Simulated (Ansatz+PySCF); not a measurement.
sextet CrF: levels of theory in one basis

```xyz
2

Cr    0.0000    0.0000    0.0000
F     0.0000    0.0000    1.8554
```

Basis set: def2-SVP (spherical functions). Frozen core: 6 orbitals. Correlation on ROHF uses semicanonical orbitals with singles. Charge 0, multiplicity 6.

Computed with Ansatz (development build ahead of 0.2.0); each method stands on the lowest determinant of its kind that the runs found.

```tsv
method	E − E(ROHF) (eV)	<S²> of the determinant
ROHF	0.00	8.75
UHF	-0.08	8.76
ROHF-MP2	-10.52	–
UHF-MP2	-10.53	8.76
```

Task: Is a single determinant a sound starting point here?

Result: By this sign, yes. Unrestricted orbitals gain 0.08 eV and <S²> is 8.76 against 8.75 for a pure state.

Caution: other spin multiplicities were not run.
